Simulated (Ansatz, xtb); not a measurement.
**Ranking isomers of C4H5F3OSi**

3 gas-phase structures of C4H5F3OSi, from a drawn sample of its isomers (lower ones may exist). Each was relaxed with GFN2-xTB; where two conformers were screened, the lower at r2SCAN-D4/def2-SVP is listed:

A. `C/C(=C\C=O)[Si](F)(F)F`, a singlet
B. `FC(F)(F)[Si@@H]1C=CCO1`, a singlet
C. `C=C/C=C\O[Si](F)(F)F`, a singlet

Problem. Make a reasoned guess at their ranking by r2SCAN-D4/def2-SVP single-point energy.

Solution. Calculated order at r2SCAN-D4/def2-SVP: C (0.0), A (46.5), B (431.2) kJ/mol.

Energies above the lowest of each column, in kJ/mol; the last columns are at PBE0-D3(BJ)/def2-SVP geometries and were run for some of them only (a dash: not run or not comparable):

```
structure  GFN2-xTB  HF/STO-3G  r2SCAN-D4/def2-SVP  PBE0-D3(BJ)/def2-SVP  CCSD(T)/def2-SVP + ΔMP2/def2-TZVPP
        C       0.0        4.1                 0.0                   0.0                                 0.0
        A     131.7        0.0                46.5                  42.6                                72.8
        B     427.8        1.6               431.2                     –                                   –
```

CCSD(T)/def2-SVP + ΔMP2/def2-TZVPP puts C lowest of those it was run on; HF/STO-3G picks A. Flexible structures stand in one conformer each, not always the lowest. Frequencies (GFN2-xTB) were run for A, C alone. The ΔMP2 step shifts differences by up to 23.4 kJ/mol, which makes them less sure. ΔMP2 is the change of the MP2 energy from the smaller to the larger basis.

Programs: Ansatz 0.2.0, xtb 6.7.1.
